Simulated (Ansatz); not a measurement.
C$_{3}$H$_{12}$AlNSi (SMILES C[SiH2][NH][Al]([CH3])[CH3]), singlet, geometry from GFN2-xTB (such geometries of metal compounds can be far from the true shape), atoms displaced at random by about 0.03 Å a coordinate; HF/STO-3G, gradient run with Ansatz (a first-principles code).

Ansatz was given this input:
Ansatz 0.2 input:
```yaml
crystal:
  periodic: [false, false, false]
  atoms:
    - {symbol: Si, position_ang: [-1.72711911, 0.24040569, -0.66026656]}
    - {symbol: C, position_ang: [-3.25835227, -0.44072710, 0.19944647]}
    - {symbol: N, position_ang: [-0.37789882, -0.09322456, 0.37878086]}
    - {symbol: Al, position_ang: [1.48351030, 0.00269928, 0.24139572]}
    - {symbol: C, position_ang: [2.46566163, -0.66999260, 1.83267953]}
    - {symbol: C, position_ang: [2.25378349, 0.75850195, -1.48671468]}
    - {symbol: H, position_ang: [-1.56960327, -0.35700286, -1.93691115]}
    - {symbol: H, position_ang: [-1.88885370, 1.66008926, -0.82796624]}
    - {symbol: H, position_ang: [-3.23517124, -1.46435541, 0.26584237]}
    - {symbol: H, position_ang: [-4.13815750, -0.26888031, -0.40994444]}
    - {symbol: H, position_ang: [-3.45301851, 0.00746014, 1.15075424]}
    - {symbol: H, position_ang: [-0.67161221, -0.36618223, 1.30463452]}
    - {symbol: H, position_ang: [3.53761897, -0.52659044, 1.65624784]}
    - {symbol: H, position_ang: [2.20013893, -1.63664389, 2.11536399]}
    - {symbol: H, position_ang: [2.23953628, -0.00978777, 2.69646898]}
    - {symbol: H, position_ang: [2.13904158, 1.76334534, -1.56172986]}
    - {symbol: H, position_ang: [3.26175252, 0.43151417, -1.60591111]}
    - {symbol: H, position_ang: [1.65125623, 0.26419437, -2.29888473]}
basis:
  gaussian:
    orbitals: STO-3G
hamiltonian:
  xc: hf
output: {forces: true}
```

What the program printed (banner, timings and long lists left out):

```
Functional definition: HF
632 factors; integrals over basis functions are off by at most 7.1e-5 eV
mean field evaluation 1: about -18981.9043 eV, gradient 2.5e1 eV
mean field evaluation 2: about -18982.0635 eV, gradient 2.5e1 eV
mean field evaluation 4: about -18984.2633 eV, gradient 1.9e0 eV
mean field evaluation 8: about -18984.2799 eV, gradient 2.8e-5 eV
mean field -18984.27993205 eV, -697.6594194957 hartree, gradient 5.7e-5 eV, S^2 0.000000; 0 other end points of the search recorded, 0 dependent functions left out
the calculation of the forces begins
reference -18984.27993205 eV, -697.6594194957 hartree; 32, 32 occupied and 18, 18 virtual orbitals, 632 factors
Total energy: -18984.27993205 eV, -697.6594194957 hartree
Atom 0 at    -1.727119     0.240406    -0.660267 Å, force    -0.043186     0.226850     1.394891 eV/Å
Atom 1 at    -3.258352    -0.440727     0.199446 Å, force    -0.425075     2.681252    -2.020139 eV/Å
Atom 2 at    -0.377899    -0.093225     0.378781 Å, force     3.865131     0.322609    -1.017929 eV/Å
Atom 3 at     1.483510     0.002699     0.241396 Å, force    -2.108048     0.239994    -0.498356 eV/Å
Atom 4 at     2.465662    -0.669993     1.832680 Å, force    -0.228458     4.520592    -1.486611 eV/Å
Atom 5 at     2.253783     0.758502    -1.486715 Å, force    -2.815585    -6.265440     1.942704 eV/Å
Atom 6 at    -1.569603    -0.357003    -1.936911 Å, force     0.005601    -0.041619    -0.213471 eV/Å
Atom 7 at    -1.888854     1.660089    -0.827966 Å, force    -0.050915    -0.342455    -0.190673 eV/Å
Atom 8 at    -3.235171    -1.464355     0.265842 Å, force     0.524151    -2.978410     0.796487 eV/Å
Atom 9 at    -4.138158    -0.268880    -0.409944 Å, force     0.040447     0.447595     0.001905 eV/Å
Atom 10 at    -3.453019     0.007460     1.150754 Å, force     0.151755     0.042266     0.581057 eV/Å
Atom 11 at    -0.671612    -0.366182     1.304635 Å, force    -0.288628    -0.194041     0.496384 eV/Å
Atom 12 at     3.537619    -0.526590     1.656248 Å, force    -0.469858    -0.887495     0.270740 eV/Å
Atom 13 at     2.200139    -1.636644     2.115364 Å, force    -0.016115    -2.057670     0.364053 eV/Å
Atom 14 at     2.239536    -0.009788     2.696469 Å, force     0.052462    -0.720172    -0.860953 eV/Å
Atom 15 at     2.139042     1.763345    -1.561730 Å, force    -0.044243     3.663726    -0.373282 eV/Å
Atom 16 at     3.261753     0.431514    -1.605911 Å, force     0.798234     0.312285    -0.224589 eV/Å
Atom 17 at     1.651256     0.264194    -2.298885 Å, force     1.052328     1.030136     1.037781 eV/Å
Dipole moment:     0.088163    -0.028643     0.059760 e Å
```
